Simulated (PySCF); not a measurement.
H4P, SMILES [PH4+], charge +1.

Geometry: B3LYP-D3(BJ)/def2-TZVPD. The isomer is the one that the SMILES or the coordinates give; other isomers of the formula were not compared.

Calculation: PySCF with HF/def2-TZVPD.

The molecule is in vacuum.

Question: Estimate the frontier levels, gap, dipole moment and polarisability. (An estimate is asked for; the answer gives what the named calculation found.)

Answer: 
```yaml
highest_occupied_level: -22.77 eV
lowest_empty_level: -3.12 eV
orbital_gap: 19.65 eV
dipole_moment_about_the_centre_of_nuclear_charge: 0.00 D
mean_static_polarisability: 20.1 bohr³ (2.97 Å³)
polarisability_principal_values: 20.1, 20.1, 20.1 bohr³
```
